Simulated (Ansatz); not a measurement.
`CCO[SiH2]P` and `CCOCF` differ in one atom or group.

Ansatz, PBE0-D4/def2-TZVP geometries, multiplicity 1. Each molecule was computed in one conformer, which needn't be the lowest.

| property | `CCO[SiH2]P` |
| --- | --- |
| size of the dipole moment (PBE/def2-TZVPP) / D | 1.51 |
| HOMO–LUMO gap (PBE/def2-TZVPP) / eV | 6.02 |
| HOMO–LUMO gap (PBE0/def2-TZVPP) / eV | 8.02 |
| HOMO–LUMO gap (B3LYP/def2-TZVPP) / eV | 7.58 |
| size of the dipole moment (ωB97M-V/def2-TZVPP) / D | 1.54 |
| LUMO energy (B3LYP/def2-TZVPP) / eV | 0.20 |

(1) What does the change do to each property? (Estimate.)

Results:

(1) The calculation gave: 
| property | `CCOCF` | shift |
| --- | --- | --- |
| size of the dipole moment (PBE/def2-TZVPP) / D | 1.65 | 0.14 |
| HOMO–LUMO gap (PBE/def2-TZVPP) / eV | 7.33 | 1.31 |
| HOMO–LUMO gap (PBE0/def2-TZVPP) / eV | 9.73 | 1.71 |
| HOMO–LUMO gap (B3LYP/def2-TZVPP) / eV | 9.15 | 1.57 |
| size of the dipole moment (ωB97M-V/def2-TZVPP) / D | 1.75 | 0.21 |
| LUMO energy (B3LYP/def2-TZVPP) / eV | 1.04 | 0.84 |

With PBE0 the HOMO falls by 0.72 eV and the LUMO rises by 1.00 eV, so the gap widens by about 1.72 eV. PBE moves the HOMO by -0.23 eV and ωB97M-V by -1.03 eV. Dipoles are sizes alone; their direction can turn.

B3LYP here is the variant with VWN-RPA as its local correlation; programs differ in this.
